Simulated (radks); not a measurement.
The numbers below are computed, except where a source is named.
Ionisation of In2+, [Kr] 4d10 5s1, to In3+, [Kr] 4d10, under several functionals. Scalar-relativistic Kohn-Sham, spin-polarised, spherical densities, finite nucleus; open shells are filled with parallel spins first (spin-orbit coupling, left out, can overturn this in heavy ions); a radial shooting solver on a logarithmic mesh with Libxc functionals. The NIST Atomic Spectra Database gives 28.044 eV (measured). Rank these functionals by the error of their Delta-SCF ionisation energy: RPBE; XLYP; BP86; exchange-only PBE; PBEsol; PW91; HCTH/407.

Answer. From best to worst: exchange-only PBE 27.990 eV (-0.054); HCTH/407 28.341 eV (+0.297); RPBE 28.396 eV (+0.352); PBEsol 28.566 eV (+0.522); BP86 28.661 eV (+0.616); PW91 28.676 eV (+0.632); XLYP 28.788 eV (+0.744).
